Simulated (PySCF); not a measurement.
Species: C2H7BF2Si.
Geometry (PBE0-D3(BJ)/def2-SVP, Å), atoms numbered from 1 in this order:
```
atom  x, y, z in Å
F1    -1.5558    1.7568   -0.4565
B2    -1.6292    0.8047    0.4575
F3    -2.3416    1.0823    1.5352
C4    -0.9642   -0.5937    0.2482
C5     0.2208   -0.6204   -0.7210
Si6    1.7656    0.2205   -0.0339
H7    -0.7061   -1.0221    1.2315
H8    -1.7858   -1.2375   -0.1262
H9    -0.0443   -0.1192   -1.6671
H10    0.4906   -1.6559   -0.9876
H11    2.8642    0.2384   -1.0468
H12    2.2428   -0.5012    1.1873
H13    1.4443    1.6285    0.3611
```

Computed, not measured: PBE0-D3(BJ)/def2-SVP geometry optimisation, gas phase in PySCF.

Take the most abundant isotopes and a rigid rotor. The values belong to one conformer with, in the numbering `[F:1][B:2]([F:3])[CH2:4][CH2:5][SiH3:6]`, F1–B2–C4–C5 25°, B2–C4–C5–Si6 71°.

Q: Give the principal moments of inertia and the rotational constants in MHz.

A: Ia = 105.05, Ib = 362.46, Ic = 376.97 u·Å²; 505379 MHz·u·Å²/I gives A = 4811, B = 1394, C = 1341 MHz.

Q: Classify the top.

A: A near-prolate asymmetric top; Ray's κ = -0.969.

Q: What does the inertial defect say?

A: Not planar: Δ = Ic − Ia − Ib = -90.53 u·Å². For a rigid frame Δ = −2 Σ m c², so Σ m c² = 45.27 u·Å² lies off the ab plane: 9.63 from hydrogen and 35.64 from heavier atoms. The atom farthest from that plane is 1.70 Å away.

Q: Give the other two planar moments, Paa and Pbb, and the rms extents of the mass along the axes.

A: Paa = Σ m a² = (Ib + Ic − Ia)/2 = 317.19 and Pbb = Σ m b² = (Ia + Ic − Ib)/2 = 59.78 u·Å². With the mass M = 108.04 u, the rms extents √(P/M) along a, b and c are 1.71, 0.74, 0.65 Å.

Q: Predict some low-J microwave lines.

A: The dipole components are |μa| = 0.75 D, |μb| = 1.36 D, |μc| = 0.90 D. The squared components, which scale the intensities, stand as 0.30 : 1.00 : 0.44 (a : b : c). Some of the stronger lines:

```csv
type,branch,"J(Ka,Kc)",MHz,lower level (cm⁻¹)
a,R,"1(0,1) ← 0(0,0)",2735,0.000
c,Q,"2(1,2) ← 2(0,2)",3364,0.274
b,R,"4(0,4) ← 3(1,3)",7648,0.657
c,Q,"4(2,3) ← 4(1,3)",10063,1.036
a,R,"4(3,2) ← 3(3,1)",10941,1.581
b,Q,"3(3,1) ← 3(2,2)",17218,1.007
b,R,"3(2,1) ← 2(1,2)",18619,0.386
c,R,"4(2,3) ← 3(1,3)",21431,0.657
b,Q,"4(4,0) ← 4(3,1)",24103,1.946
b,Q,"4(4,1) ← 4(3,2)",24103,1.946
c,R,"3(3,0) ← 2(2,0)",25422,0.733
```

Q: Estimate the classical rotational partition function at 100 K, 200 K and 500 K.

A: Point group C1, symmetry number σ = 1; q = (√π/σ)·√((kT/h)³/(ABC)), k/h = 20836.6 MHz/K: 56200 at 100 K, 159000 at 200 K, 629000 at 500 K.

Stationary, but not proved a minimum. These are rigid-rotor constants of the computed structure; measured ground-state constants (B0) also hold zero-point vibration. A rigid rotor knows nothing of internal rotation, which can split or shift real lines. Quadrupole hyperfine structure (11B) is left out.
